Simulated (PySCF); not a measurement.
trifluoroacetic acid (C2HF3O2), SMILES O=C(O)C(F)(F)F.

The structure is a stationary point at B3LYP-D3(BJ)/def2-SVP. The values are those of a single conformer.

Calculation: ωB97X/def2-TZVP run with PySCF.

Symmetry labels are those of the subgroup Cs that the program uses (full group Cs).

Computed valence orbital energies around the gap with their symmetry:
| orbital | symmetry | energy (eV) |
|---|---|---|
| HOMO−7 | A" | -16.26 |
| HOMO−6 | A' | -16.08 |
| HOMO−5 | A' | -15.46 |
| HOMO−4 | A" | -15.29 |
| HOMO−3 | A" | -14.84 |
| HOMO−2 | A' | -14.39 |
| HOMO−1 | A" | -12.89 |
| HOMO | A' | -11.73 |
| LUMO | A" | 1.24 |
| LUMO+1 | A' | 2.78 |
| LUMO+2 | A' | 4.89 |
| LUMO+3 | A' | 5.88 |
